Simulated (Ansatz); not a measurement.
These are PBE-D3(BJ)/def2-SVP (Ansatz, a quantum-chemistry and plane-wave program) values and carry that method's errors. No frequencies were computed at this level.

Ansatz 0.2 input:
```yaml
crystal:
  periodic: [false, false, false]
  atoms:
    - { symbol: Zr, position_ang: [-0.025536, 0.022798, -0.03609] }
    - { symbol: O, position_ang: [0.111588, -1.114463, -1.538542] }
    - { symbol: H, position_ang: [0.14149, -1.605582, -2.366108] }
    - { symbol: H, position_ang: [1.598076, -0.046302, 0.896998] }
    - { symbol: H, position_ang: [-0.36257, 1.74597, -0.69329] }
    - { symbol: H, position_ang: [-1.444164, -0.594364, 1.023794] }
basis:
  gaussian: { orbitals: def2-svp }
hamiltonian:
  xc: pbe
  dispersion: d3bj
relax:
  max_steps: 150
```

Output:

```
Functional definition: PBE
653 factors; their error is unknown
mean field evaluation 1: about -3382.2692 eV, gradient 5.8e1 eV
mean field evaluation 2: about -3279.2934 eV, gradient 2.1e2 eV
mean field evaluation 4: about -3388.0888 eV, gradient 1.4e1 eV
mean field evaluation 8: about -3388.7206 eV, gradient 8.0e-2 eV
mean field evaluation 16: about -3388.7049 eV, gradient 2.7e-5 eV
mean field -3388.70490564 eV, -124.5326083357 hartree, gradient 2.7e-5 eV, S^2 0.000000; 0 other end points of the search recorded, 0 dependent functions left out
reference -3388.70497602 eV, -124.5326109221 hartree; 12, 12 occupied and 53, 53 virtual orbitals, 653 factors
relax step   1: F+E_penalty+E_count = -3388.77728578 eV  Δ(F+E_penalty+E_count) = +0.000e0 eV  max|allowed force component| = 2.410e-1 eV/Å  Δτ_max = 0.0000 Å  (25 SCF iters, accepted)
these checks for a lower state are left out or cut short: starts, cluster_reference, orbital_swaps, neighbouring_geometries, increment
653 factors; their error is unknown
mean field -3388.70430354 eV, -124.5325862089 hartree, gradient 2.2e-5 eV, S^2 0.000000; 0 other end points of the search recorded, 0 dependent functions left out
reference -3388.70437354 eV, -124.5325887814 hartree; 12, 12 occupied and 53, 53 virtual orbitals, 653 factors
relax step   2: F+E_penalty+E_count = -3388.77702939 eV  Δ(F+E_penalty+E_count) = +2.564e-4 eV  max|allowed force component| = 2.306e-1 eV/Å  Δτ_max = 0.0602 Å  (28 SCF iters, rejected (line search))
these checks for a lower state are left out or cut short: starts, cluster_reference, orbital_swaps, neighbouring_geometries, increment
653 factors; their error is unknown
mean field -3388.70859982 eV, -124.5327440941 hartree, gradient 2.1e-5 eV, S^2 0.000000; 0 other end points of the search recorded, 0 dependent functions left out
reference -3388.70867001 eV, -124.5327466735 hartree; 12, 12 occupied and 53, 53 virtual orbitals, 653 factors
relax step   3: F+E_penalty+E_count = -3388.78113272 eV  Δ(F+E_penalty+E_count) = -3.847e-3 eV  max|allowed force component| = 5.683e-2 eV/Å  Δτ_max = 0.0293 Å  (29 SCF iters, accepted)
these checks for a lower state are left out or cut short: starts, cluster_reference, orbital_swaps, neighbouring_geometries, increment
653 factors; their error is unknown
mean field evaluation 32: about -3388.7086 eV, gradient 2.3e-1 eV
mean field -3388.70877708 eV, -124.5327506084 hartree, gradient 9.8e-6 eV, S^2 0.000000; 0 other end points of the search recorded, 0 dependent functions left out
reference -3388.70884726 eV, -124.5327531873 hartree; 12, 12 occupied and 53, 53 virtual orbitals, 653 factors
relax step   4: F+E_penalty+E_count = -3388.78131438 eV  Δ(F+E_penalty+E_count) = -1.817e-4 eV  max|allowed force component| = 2.840e-2 eV/Å  Δτ_max = 0.0040 Å  (22 SCF iters, accepted)
these checks for a lower state are left out or cut short: starts, cluster_reference, orbital_swaps, neighbouring_geometries, increment
653 factors; their error is unknown
mean field -3388.71013537 eV, -124.5328005247 hartree, gradient 1.3e-5 eV, S^2 0.000000; 0 other end points of the search recorded, 0 dependent functions left out
reference -3388.71020551 eV, -124.5328031022 hartree; 12, 12 occupied and 53, 53 virtual orbitals, 653 factors
relax step   5: F+E_penalty+E_count = -3388.78264966 eV  Δ(F+E_penalty+E_count) = -1.335e-3 eV  max|allowed force component| = 1.154e-2 eV/Å  Δτ_max = 0.0403 Å  (28 SCF iters, accepted)
these checks for a lower state are left out or cut short: starts, cluster_reference, orbital_swaps, neighbouring_geometries, increment
653 factors; their error is unknown
mean field -3388.71016508 eV, -124.5328016166 hartree, gradient 1.8e-5 eV, S^2 0.000000; 0 other end points of the search recorded, 0 dependent functions left out
reference -3388.71023522 eV, -124.5328041940 hartree; 12, 12 occupied and 53, 53 virtual orbitals, 653 factors
relax step   6: F+E_penalty+E_count = -3388.78268343 eV  Δ(F+E_penalty+E_count) = -3.377e-5 eV  max|allowed force component| = 4.568e-4 eV/Å  Δτ_max = 0.0066 Å  (30 SCF iters, accepted)
653 factors; their error is unknown
mean field evaluation 64: about -3388.7102 eV, gradient 2.1e-4 eV
mean field -3388.71016508 eV, -124.5328016166 hartree, gradient 1.9e-5 eV, S^2 0.000000; 1 other end points of the search recorded, 0 dependent functions left out
reference -3388.71023522 eV, -124.5328041940 hartree; 12, 12 occupied and 53, 53 virtual orbitals, 653 factors
Total energy: -3388.78275357 eV, -124.5354691941 hartree
Atom 0 at    -0.032945     0.046487    -0.030823 Å, force    -0.000053     0.000243     0.000062 eV/Å
Atom 1 at     0.097224    -1.074522    -1.543020 Å, force    -0.000114     0.000213    -0.000363 eV/Å
Atom 2 at     0.163245    -1.647973    -2.320381 Å, force     0.000210    -0.000457     0.000432 eV/Å
Atom 3 at     1.606641    -0.071994     0.859685 Å, force    -0.000032    -0.000155    -0.000282 eV/Å
Atom 4 at    -0.367071     1.768997    -0.676197 Å, force    -0.000033     0.000222     0.000322 eV/Å
Atom 5 at    -1.448210    -0.612938     0.997498 Å, force     0.000022    -0.000066    -0.000170 eV/Å
Dipole moment:     0.029910    -0.259257    -0.351020 e Å
```

Cost: about 9 core-seconds (a rough figure).
